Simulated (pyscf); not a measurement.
**H₂Ge=SnH₂ (SMILES [GeH2]=[SnH2]), singlet**

Gas-phase minimum from PySCF at ωB97X-D3(BJ)/def2-SVP, one conformer. H₂Ge=SnH₂ may be a fragile minimum: a first optimisation, from another start, lost the drawn bonds. H₂Ge=SnH₂ lies 16.5 kcal/mol over its isomer H₃Ge–SnH: [singlet], and others may lie lower still (electronic energy, ωB97M-D3(BJ)). Despite the double bond drawn, Ge1, Sn2 is pyramidal.

```
Sn
H 1 1.7161
H 1 1.7161 2 106.00
Ge 1 2.4379 2 117.87 3 -134.67
H 4 1.5445 1 113.44 2 -176.51
H 4 1.5446 5 106.97 1 -125.85
```
Charge 0, spin multiplicity 1.

Properties at ωB97X-D3(BJ)/def2-SVP:

```
Item                                                                                                                                                                                 Value
---------------------------------------------------------------------------------------------------------------------  -------------------------------------------------------------------
Harmonic wavenumbers, unscaled                                                                                         246, 275, 306, 433, 481, 514, 764, 894, 1930, 1936, 2134, 2148 cm⁻¹
Zero-point energy                                                                                                                                                            17.2 kcal/mol
Rotational symmetry number                                                                                                                                                               1
Entropy of this conformer at 298 K and 1 atm, rigid rotor and harmonic oscillator, modes under 100 cm⁻¹ raised to 100                                                      309.5 J/(mol K)
Dipole moment                                                                                                                                                                       0.54 D
```

Single-point totals, which compare only within one level (frozen core for MP2 and CC):

```
level                   total energy (hartree)
----------------------  ----------------------
ωB97X-D3(BJ)/def2-TZVP             -2293.69622
PBE/def2-TZVP                      -2293.33616
r²SCAN/def2-TZVP                   -2293.72936
B3LYP-D3(BJ)/def2-TZVP             -2293.79614
PBE0-D3(BJ)/def2-TZVP              -2293.40263
M06-2X/def2-TZVP                   -2293.57334
ωB97M-D3(BJ)/def2-TZVP             -2293.70971
HF/def2-TZVPP                      -2290.98873
MP2/def2-TZVPP                     -2291.57797
CCSD/def2-TZVPP                    -2291.59260
CCSD(T)/def2-TZVPP                 -2291.61519
```

A restricted solution here is unstable towards spin polarisation, so biradical character is likely and single-reference numbers are less safe. The CCSD(T) − MP2 part came from Ansatz, without density fitting, on the same reference. The frozen core leaves the outer d or s,p core shells of the metals and heavy elements correlated in the MP2 and CC values, and def2-TZVPP describes them poorly, so these totals are far from the basis limit. Elements up to Kr have no core potential and no relativistic terms here. Elements past Kr carry the def2 core potentials, without spin-orbit coupling.
